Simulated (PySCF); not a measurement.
Frontier levels across methods

Species: C4H5BCl2.
Numbering: `[CH3:1][C:2]1=[CH:3][C@H:4]1[B:5]([Cl:6])[Cl:7]` (hydrogens: H8, H9, H10 on C1; H11 on C3; H12 on C4)

Geometry (PBE0-D3(BJ)/def2-SVP, Å), atoms numbered from 1 in this order:
```
atom  x, y, z in Å
C1    -1.5990    0.1914    0.8968
C2    -0.3766   -0.6183    0.8721
C3     0.3331   -1.6506    0.5809
C4     1.0969   -0.5327    1.2867
B5     2.0542    0.3859    0.5026
Cl6    3.4224    1.1546    1.2903
Cl7    1.7887    0.7145   -1.2065
H8    -2.4396   -0.3370    0.4255
H9    -1.8731    0.4474    1.9326
H10   -1.4299    1.1401    0.3624
H11    0.4720   -2.6344    0.1435
H12    1.3299   -0.6699    2.3558
```

Basis pcSseg-1 throughout (PySCF), one geometry. One conformer (not necessarily the lowest) at the PBE0-D3(BJ)/def2-SVP geometry, without solvent, vibrations or thermal averaging.

Question: How do the orbital energies, the gap and the dipole change with the method?

Answer: 
```json
{"method": "PBE", "kind": "GGA", "HOMO (eV)": "-6.14", "LUMO (eV)": "-2.02", "gap (eV)": "4.12", "μ (D)": "2.79", "SCF cycles": "14"}
{"method": "KT3", "kind": "GGA", "HOMO (eV)": "-6.19", "LUMO (eV)": "-1.97", "gap (eV)": "4.22", "μ (D)": "2.79", "SCF cycles": "15"}
{"method": "BP86", "kind": "GGA", "HOMO (eV)": "-6.25", "LUMO (eV)": "-2.11", "gap (eV)": "4.14", "μ (D)": "2.83", "SCF cycles": "14"}
{"method": "B97-2", "kind": "global hybrid", "HOMO (eV)": "-7.10", "LUMO (eV)": "-1.15", "gap (eV)": "5.95", "μ (D)": "2.88", "SCF cycles": "14"}
{"method": "PBE0", "kind": "global hybrid", "HOMO (eV)": "-7.34", "LUMO (eV)": "-1.15", "gap (eV)": "6.19", "μ (D)": "2.88", "SCF cycles": "13"}
{"method": "mPW1PW91", "kind": "global hybrid", "HOMO (eV)": "-7.37", "LUMO (eV)": "-1.16", "gap (eV)": "6.21", "μ (D)": "2.89", "SCF cycles": "13"}
{"method": "CAM-B3LYP", "kind": "range-separated hybrid", "HOMO (eV)": "-8.66", "LUMO (eV)": "0.01", "gap (eV)": "8.67", "μ (D)": "2.82", "SCF cycles": "12"}
{"method": "HF", "kind": "Hartree–Fock", "HOMO (eV)": "-9.91", "LUMO (eV)": "2.54", "gap (eV)": "12.45", "μ (D)": "3.00", "SCF cycles": "10"}
```

The HOMO spans 3.77 eV, from PBE down to HF, and the gap runs from 4.12 eV (PBE) to 12.45 eV (HF). Over the methods PBE (0 %), KT3 (0 %), BP86 (0 %), B97-2 (21 %), PBE0 (25 %), mPW1PW91 (25 %), HF (100 %), a straight line through the gap against the share of exact exchange rises by 0.83 eV for each 10 % (correlation coefficient 1.000). The dipole ranges from 2.79 D (KT3) to 3.00 D (HF). This basis has no diffuse functions.

The vertical ΔSCF ionisation energy at B3LYP/def2-SVPD is 9.28 eV; −ε(HOMO) comes closest to it with CAM-B3LYP (8.66 eV).
